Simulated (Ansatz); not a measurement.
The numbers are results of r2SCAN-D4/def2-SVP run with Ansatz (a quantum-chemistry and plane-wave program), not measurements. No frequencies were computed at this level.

Ansatz 0.2 input:
```yaml
crystal:
  periodic: [false, false, false]
  atoms:
    - { symbol: Zr, position_ang: [-0.004563, -0.07641, -0.258042] }
    - { symbol: O, position_ang: [0.1675, -0.071454, -2.076138] }
    - { symbol: C, position_ang: [1.181499, 0.623404, -2.735449] }
    - { symbol: H, position_ang: [1.319074, 1.6269, -2.284774] }
    - { symbol: H, position_ang: [0.916379, 0.749839, -3.791806] }
    - { symbol: H, position_ang: [2.127944, 0.059214, -2.677431] }
    - { symbol: Br, position_ang: [-1.6071, -1.623012, 0.859001] }
    - { symbol: Br, position_ang: [-0.501145, 2.242566, 0.509615] }
    - { symbol: Br, position_ang: [2.264581, -0.5368, 0.665659] }
basis:
  gaussian: { orbitals: def2-svp }
hamiltonian:
  xc: r2scan
  dispersion: d4
relax:
  max_steps: 150
```

Output:

```
[...]
mean field evaluation 4: about -214529.7422 eV, gradient 2.1e1 eV
mean field evaluation 8: about -214531.0152 eV, gradient 1.3e-1 eV
mean field evaluation 16: about -214530.8375 eV, gradient 9.2e-4 eV
mean field -214530.83746442 eV, -7883.8628625931 hartree, gradient 4.4e-5 eV, S^2 0.000000; 0 other end points of the search recorded, 0 dependent functions left out
reference -214530.83749090 eV, -7883.8628635660 hartree; 67, 67 occupied and 103, 103 virtual orbitals, 1788 factors
relax step   1: F+E_penalty+E_count = -214530.91768727 eV  Δ(F+E_penalty+E_count) = +0.000e0 eV  max|allowed force component| = 3.383e0 eV/Å  Δτ_max = 0.0000 Å  (30 SCF iters, accepted)
these checks for a lower state are left out or cut short: starts, cluster_reference, orbital_swaps, neighbouring_geometries, increment
1788 factors; their error is unknown
mean field -214531.07693410 eV, -7883.8716629415 hartree, gradient 2.2e-5 eV, S^2 0.000000; 0 other end points of the search recorded, 0 dependent functions left out
reference -214531.07695986 eV, -7883.8716638882 hartree; 67, 67 occupied and 103, 103 virtual orbitals, 1788 factors
relax step   2: F+E_penalty+E_count = -214531.15525967 eV  Δ(F+E_penalty+E_count) = -2.376e-1 eV  max|allowed force component| = 4.156e-1 eV/Å  Δτ_max = 0.1948 Å  (37 SCF iters, accepted)
these checks for a lower state are left out or cut short: starts, cluster_reference, orbital_swaps, neighbouring_geometries, increment
1788 factors; their error is unknown
mean field evaluation 32: about -214531.1353 eV, gradient 5.2e-4 eV
mean field -214531.13525020 eV, -7883.8738060186 hartree, gradient 2.3e-5 eV, S^2 0.000000; 0 other end points of the search recorded, 0 dependent functions left out
reference -214531.13527593 eV, -7883.8738069642 hartree; 67, 67 occupied and 103, 103 virtual orbitals, 1788 factors
relax step   3: F+E_penalty+E_count = -214531.21344215 eV  Δ(F+E_penalty+E_count) = -5.818e-2 eV  max|allowed force component| = 3.468e-1 eV/Å  Δτ_max = 0.1008 Å  (31 SCF iters, accepted)
these checks for a lower state are left out or cut short: starts, cluster_reference, orbital_swaps, neighbouring_geometries, increment
1788 factors; their error is unknown
mean field -214531.19691511 eV, -7883.8760721623 hartree, gradient 1.7e-5 eV, S^2 0.000000; 0 other end points of the search recorded, 0 dependent functions left out
reference -214531.19694092 eV, -7883.8760731107 hartree; 67, 67 occupied and 103, 103 virtual orbitals, 1788 factors
relax step   4: F+E_penalty+E_count = -214531.27412931 eV  Δ(F+E_penalty+E_count) = -6.069e-2 eV  max|allowed force component| = 3.984e-1 eV/Å  Δτ_max = 0.2000 Å  (38 SCF iters, accepted)
these checks for a lower state are left out or cut short: starts, cluster_reference, orbital_swaps, neighbouring_geometries, increment
1788 factors; their error is unknown
mean field -214531.26409059 eV, -7883.8785408156 hartree, gradient 1.5e-5 eV, S^2 0.000000; 0 other end points of the search recorded, 0 dependent functions left out
reference -214531.26411677 eV, -7883.8785417776 hartree; 67, 67 occupied and 103, 103 virtual orbitals, 1788 factors
relax step   5: F+E_penalty+E_count = -214531.34033105 eV  Δ(F+E_penalty+E_count) = -6.620e-2 eV  max|allowed force component| = 2.454e-1 eV/Å  Δτ_max = 0.1999 Å  (36 SCF iters, accepted)
these checks for a lower state are left out or cut short: starts, cluster_reference, orbital_swaps, neighbouring_geometries, increment
1788 factors; their error is unknown
mean field -214531.30755679 eV, -7883.8801381691 hartree, gradient 1.5e-5 eV, S^2 0.000000; 0 other end points of the search recorded, 0 dependent functions left out
reference -214531.30758322 eV, -7883.8801391403 hartree; 67, 67 occupied and 103, 103 virtual orbitals, 1788 factors
relax step   6: F+E_penalty+E_count = -214531.38313291 eV  Δ(F+E_penalty+E_count) = -4.280e-2 eV  max|allowed force component| = 7.588e-2 eV/Å  Δτ_max = 0.2000 Å  (36 SCF iters, accepted)
these checks for a lower state are left out or cut short: starts, cluster_reference, orbital_swaps, neighbouring_geometries, increment
1788 factors; their error is unknown
mean field evaluation 64: about -214531.3213 eV, gradient 2.2e-5 eV
mean field -214531.32134617 eV, -7883.8806449194 hartree, gradient 2.1e-5 eV, S^2 0.000000; 0 other end points of the search recorded, 0 dependent functions left out
reference -214531.32137269 eV, -7883.8806458941 hartree; 67, 67 occupied and 103, 103 virtual orbitals, 1788 factors
relax step   7: F+E_penalty+E_count = -214531.39660956 eV  Δ(F+E_penalty+E_count) = -1.348e-2 eV  max|allowed force component| = 9.105e-2 eV/Å  Δτ_max = 0.1226 Å  (31 SCF iters, accepted)
these checks for a lower state are left out or cut short: starts, cluster_reference, orbital_swaps, neighbouring_geometries, increment
1788 factors; their error is unknown
mean field -214531.31037880 eV, -7883.8802418759 hartree, gradient 1.3e-5 eV, S^2 0.000000; 0 other end points of the search recorded, 0 dependent functions left out
reference -214531.31040521 eV, -7883.8802428464 hartree; 67, 67 occupied and 103, 103 virtual orbitals, 1788 factors
relax step   8: F+E_penalty+E_count = -214531.38551750 eV  Δ(F+E_penalty+E_count) = +1.109e-2 eV  max|allowed force component| = 4.641e-1 eV/Å  Δτ_max = 0.1952 Å  (37 SCF iters, rejected (line search))
these checks for a lower state are left out or cut short: starts, cluster_reference, orbital_swaps, neighbouring_geometries, increment
1788 factors; their error is unknown
mean field -214531.32411242 eV, -7883.8807465772 hartree, gradient 2.4e-5 eV, S^2 0.000000; 0 other end points of the search recorded, 0 dependent functions left out
reference -214531.32413895 eV, -7883.8807475520 hartree; 67, 67 occupied and 103, 103 virtual orbitals, 1788 factors
relax step   9: F+E_penalty+E_count = -214531.39934329 eV  Δ(F+E_penalty+E_count) = -2.734e-3 eV  max|allowed force component| = 9.097e-3 eV/Å  Δτ_max = 0.0632 Å  (31 SCF iters, accepted)
these checks for a lower state are left out or cut short: starts, cluster_reference, orbital_swaps, neighbouring_geometries, increment
1788 factors; their error is unknown
mean field -214531.32458294 eV, -7883.8807638684 hartree, gradient 2.3e-5 eV, S^2 0.000000; 0 other end points of the search recorded, 0 dependent functions left out
reference -214531.32460946 eV, -7883.8807648432 hartree; 67, 67 occupied and 103, 103 virtual orbitals, 1788 factors
relax step  10: F+E_penalty+E_count = -214531.39976498 eV  Δ(F+E_penalty+E_count) = -4.217e-4 eV  max|allowed force component| = 6.529e-2 eV/Å  Δτ_max = 0.0626 Å  (31 SCF iters, accepted)
these checks for a lower state are left out or cut short: starts, cluster_reference, orbital_swaps, neighbouring_geometries, increment
1788 factors; their error is unknown
mean field -214531.32465065 eV, -7883.8807663567 hartree, gradient 1.2e-5 eV, S^2 0.000000; 0 other end points of the search recorded, 0 dependent functions left out
reference -214531.32467716 eV, -7883.8807673310 hartree; 67, 67 occupied and 103, 103 virtual orbitals, 1788 factors
relax step  11: F+E_penalty+E_count = -214531.39987337 eV  Δ(F+E_penalty+E_count) = -1.084e-4 eV  max|allowed force component| = 2.693e-2 eV/Å  Δτ_max = 0.0226 Å  (32 SCF iters, accepted)
these checks for a lower state are left out or cut short: starts, cluster_reference, orbital_swaps, neighbouring_geometries, increment
1788 factors; their error is unknown
mean field evaluation 96: about -214531.5000 eV, gradient 3.9e-3 eV
mean field -214531.32504127 eV, -7883.8807807119 hartree, gradient 1.2e-5 eV, S^2 0.000000; 0 other end points of the search recorded, 0 dependent functions left out
reference -214531.32506779 eV, -7883.8807816865 hartree; 67, 67 occupied and 103, 103 virtual orbitals, 1788 factors
relax step  12: F+E_penalty+E_count = -214531.40026596 eV  Δ(F+E_penalty+E_count) = -3.926e-4 eV  max|allowed force component| = 1.712e-3 eV/Å  Δτ_max = 0.0187 Å  (32 SCF iters, accepted)
these checks for a lower state are left out or cut short: starts, cluster_reference, orbital_swaps, neighbouring_geometries, increment
1788 factors; their error is unknown
mean field -214531.32515766 eV, -7883.8807849890 hartree, gradient 1.3e-5 eV, S^2 0.000000; 0 other end points of the search recorded, 0 dependent functions left out
reference -214531.32518418 eV, -7883.8807859637 hartree; 67, 67 occupied and 103, 103 virtual orbitals, 1788 factors
relax step  13: F+E_penalty+E_count = -214531.40038347 eV  Δ(F+E_penalty+E_count) = -1.175e-4 eV  max|allowed force component| = 1.078e-2 eV/Å  Δτ_max = 0.0235 Å  (31 SCF iters, accepted)
these checks for a lower state are left out or cut short: starts, cluster_reference, orbital_swaps, neighbouring_geometries, increment
1788 factors; their error is unknown
mean field -214531.32510126 eV, -7883.8807829166 hartree, gradient 1.7e-5 eV, S^2 0.000000; 0 other end points of the search recorded, 0 dependent functions left out
reference -214531.32512779 eV, -7883.8807838913 hartree; 67, 67 occupied and 103, 103 virtual orbitals, 1788 factors
relax step  14: F+E_penalty+E_count = -214531.40032929 eV  Δ(F+E_penalty+E_count) = +5.418e-5 eV  max|allowed force component| = 7.972e-2 eV/Å  Δτ_max = 0.0646 Å  (30 SCF iters, rejected (line search))
these checks for a lower state are left out or cut short: starts, cluster_reference, orbital_swaps, neighbouring_geometries, increment
1788 factors; their error is unknown
mean field -214531.32530503 eV, -7883.8807904047 hartree, gradient 1.3e-5 eV, S^2 0.000000; 0 other end points of the search recorded, 0 dependent functions left out
reference -214531.32533155 eV, -7883.8807913794 hartree; 67, 67 occupied and 103, 103 virtual orbitals, 1788 factors
relax step  15: F+E_penalty+E_count = -214531.40053351 eV  Δ(F+E_penalty+E_count) = -1.500e-4 eV  max|allowed force component| = 1.542e-2 eV/Å  Δτ_max = 0.0315 Å  (31 SCF iters, accepted)
these checks for a lower state are left out or cut short: starts, cluster_reference, orbital_swaps, neighbouring_geometries, increment
1788 factors; their error is unknown
mean field evaluation 128: about -214531.3249 eV, gradient 1.6e-5 eV
mean field -214531.32487821 eV, -7883.8807747193 hartree, gradient 1.6e-5 eV, S^2 0.000000; 0 other end points of the search recorded, 0 dependent functions left out
reference -214531.32490474 eV, -7883.8807756943 hartree; 67, 67 occupied and 103, 103 virtual orbitals, 1788 factors
relax step  16: F+E_penalty+E_count = -214531.40010551 eV  Δ(F+E_penalty+E_count) = +4.280e-4 eV  max|allowed force component| = 1.137e-1 eV/Å  Δτ_max = 0.0759 Å  (30 SCF iters, rejected (line search))
these checks for a lower state are left out or cut short: starts, cluster_reference, orbital_swaps, neighbouring_geometries, increment
1788 factors; their error is unknown
mean field -214531.32505805 eV, -7883.8807813285 hartree, gradient 1.2e-5 eV, S^2 0.000000; 0 other end points of the search recorded, 0 dependent functions left out
reference -214531.32508458 eV, -7883.8807823033 hartree; 67, 67 occupied and 103, 103 virtual orbitals, 1788 factors
relax step  17: F+E_penalty+E_count = -214531.40028483 eV  Δ(F+E_penalty+E_count) = +2.487e-4 eV  max|allowed force component| = 7.599e-2 eV/Å  Δτ_max = 0.0062 Å  (33 SCF iters, rejected (line search))
these checks for a lower state are left out or cut short: starts, cluster_reference, orbital_swaps, neighbouring_geometries, increment
1788 factors; their error is unknown
mean field -214531.32532823 eV, -7883.8807912574 hartree, gradient 2.3e-5 eV, S^2 0.000000; 0 other end points of the search recorded, 0 dependent functions left out
reference -214531.32535476 eV, -7883.8807922322 hartree; 67, 67 occupied and 103, 103 virtual orbitals, 1788 factors
relax step  18: F+E_penalty+E_count = -214531.40055613 eV  Δ(F+E_penalty+E_count) = -2.262e-5 eV  max|allowed force component| = 2.012e-3 eV/Å  Δτ_max = 0.0030 Å  (25 SCF iters, accepted)
these checks for a lower state are left out or cut short: starts, cluster_reference, orbital_swaps, neighbouring_geometries, increment
1788 factors; their error is unknown
mean field -214531.32542250 eV, -7883.8807947219 hartree, gradient 1.2e-5 eV, S^2 0.000000; 0 other end points of the search recorded, 0 dependent functions left out
reference -214531.32544903 eV, -7883.8807956968 hartree; 67, 67 occupied and 103, 103 virtual orbitals, 1788 factors
relax step  19: F+E_penalty+E_count = -214531.40064844 eV  Δ(F+E_penalty+E_count) = -9.231e-5 eV  max|allowed force component| = 8.255e-3 eV/Å  Δτ_max = 0.0265 Å  (32 SCF iters, accepted)
1788 factors; their error is unknown
mean field evaluation 160: about -214531.4983 eV, gradient 1.6e-1 eV
mean field -214531.32542250 eV, -7883.8807947219 hartree, gradient 1.2e-5 eV, S^2 0.000000; 1 other end points of the search recorded, 0 dependent functions left out
reference -214531.32544903 eV, -7883.8807956968 hartree; 67, 67 occupied and 103, 103 virtual orbitals, 1788 factors
Total energy: -214531.40067497 eV, -7883.8835601989 hartree
Atom 0 at     0.197099     0.080694     0.132900 Å, force    -0.004118    -0.004502    -0.001570 eV/Å
Atom 1 at     0.754463     0.389730    -1.633953 Å, force     0.003932     0.001941    -0.008255 eV/Å
Atom 2 at     1.169418     0.619822    -2.951953 Å, force    -0.006643    -0.000972     0.003941 eV/Å
Atom 3 at     1.139136     1.699498    -3.171244 Å, force    -0.000167    -0.006502     0.000211 eV/Å
Atom 4 at     0.502273     0.091390    -3.652282 Å, force     0.005826     0.003549     0.003406 eV/Å
Atom 5 at     2.199446     0.253135    -3.090069 Å, force    -0.002609     0.002215     0.000631 eV/Å
Atom 6 at    -1.680936    -1.572951     0.071566 Å, force     0.002848     0.003117     0.000249 eV/Å
Atom 7 at    -0.564033     2.261913     1.095128 Å, force     0.000003     0.001659     0.000923 eV/Å
Atom 8 at     2.147303    -0.828986     1.410542 Å, force     0.000927    -0.000505     0.000464 eV/Å
Dipole moment:     0.222008     0.123259    -0.702301 e Å
```

Cost: around 5 core-minutes (rough).
